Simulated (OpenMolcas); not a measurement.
## InSiH5 (SMILES [SiH3][InH2]): methods side by side

The species is InSiH5 (7 atoms), meant as a singlet with charge 0. SMILES: `[SiH3][InH2]`. The coordinates come from a PBE0-D4/def2-TZVP relaxation.

```jsonl
{"atom": "Si", "x (Å)": "-0.6671", "y (Å)": "-0.6415", "z (Å)": "-0.6421"}
{"atom": "In", "x (Å)": "0.8308", "y (Å)": "0.8376", "z (Å)": "0.8405"}
{"atom": "H", "x (Å)": "-2.1199", "y (Å)": "-0.3711", "z (Å)": "-0.4636"}
{"atom": "H", "x (Å)": "-0.4320", "y (Å)": "-2.0833", "z (Å)": "-0.3459"}
{"atom": "H", "x (Å)": "-0.3380", "y (Å)": "-0.4255", "z (Å)": "-2.0800"}
{"atom": "H", "x (Å)": "0.1791", "y (Å)": "2.0621", "z (Å)": "1.8720"}
{"atom": "H", "x (Å)": "2.5471", "y (Å)": "0.6218", "z (Å)": "0.8191"}
```

Quantity: the energy change with the Si1–H3 bond stretched from 1.488 to 1.935 Å, in eV. The values are calculated.

| level | kind | program | value (eV) | less CCSD(T)/def2-TZVP | CPU time (all runs) |
| --- | --- | --- | --- | --- | --- |
| HF/def2-TZVP (core potential) (restricted) | Hartree–Fock | OpenMolcas | 1.09 | +0.10 | 38 s |
| SVWN5/def2-TZVP (core potential) (restricted) | LDA | OpenMolcas | 0.89 | -0.10 | 74 s |
| PBE/def2-TZVP (core potential) (restricted) | GGA | OpenMolcas | 0.88 | -0.11 | 89 s |
| M06-L/def2-TZVP (core potential) (restricted) | meta-GGA | OpenMolcas | 1.03 | +0.04 | 2.1 min |
| B3LYP/def2-TZVP (core potential) (restricted) | global hybrid | OpenMolcas | 0.97 | -0.02 | 88 s |
| PBE0/def2-TZVP (core potential) (restricted) | global hybrid | OpenMolcas | 0.97 | -0.02 | 87 s |
| B2PLYP/def2-TZVP (core potential) (restricted) | double hybrid | OpenMolcas | 1.02 | +0.03 | 72 s |
| MP2/def2-TZVP (core potential) (restricted) | perturbation theory | OpenMolcas | 1.07 | +0.08 | 33 s |
| CCSD(T)/def2-TZVP (Cholesky decomposition, core potential) (restricted) | coupled cluster or CI | OpenMolcas | 0.99 | 0.00 | 21 min |

CCSD(T)/def2-TZVP (Cholesky decomposition, core potential) (restricted) is the highest level here, not the true value. The first shape isn't each level's own minimum. The values span 0.88 to 1.09 eV. In the correlated wave-function rows the outer d shell of In is correlated, in sets not made for it. Times are those of the runs behind each value, whatever else they computed, on shared processors of several kinds: orders of magnitude only.
